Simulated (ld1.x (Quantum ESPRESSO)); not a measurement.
**Ranking RRKJ potentials for chromium**

All share these settings but for the change named:

```
Element                 : chromium (Cr)
Generator               : ld1.x (Quantum ESPRESSO) 7.5
Type                    : norm-conserving RRKJ (Kleinman–Bylander form)
Functional              : Wu–Cohen
Relativity              : scalar-relativistic
Frozen core             : [Ne]
Valence charge          : 14
Reference configuration : 3s2 3p6 3d5 4s0 4p0 (charge +1)
Partial waves           : 3p (bound): rc 1.25 bohr; 3d (bound): rc 1.00 bohr; 3s (bound): rc 0.95 bohr
Local potential         : the s channel
Core correction         : Bessel-smoothed model core inside 0.65 bohr
rho0                    : 0.001
```

Cutoff: the first of the cutoffs (Ry, on a coarse ladder) from which the occupation-weighted sum of valence levels, in a spherical-Bessel basis at the reference potential, stays within 10 and 1 mRy of its value at 400 Ry; the density cutoff is not measured.

The base gives 160 Ry.

Of 5 variants that were run, those that failed, showed a ghost or another fault, or gave nearly equal values are left out.

A variant can come out equal or close to the base.

Problem. Rank these variants from softest to hardest (loose cutoff).
A. all radii but the core radius scaled by about 1.13 (s 1.08, p 1.42, d 1.12 bohr)
B. all radii but the core radius scaled by about 0.91 (s 0.86, p 1.14, d 0.92 bohr)
C. all radii but the core radius scaled by about 0.76 (s 0.72, p 0.96, d 0.76 bohr)
D. all radii but the core radius scaled by about 1.27 (s 1.20, p 1.58, d 1.28 bohr)

Solution. D (100 Ry), A (140 Ry), B (180 Ry), C (230 Ry).
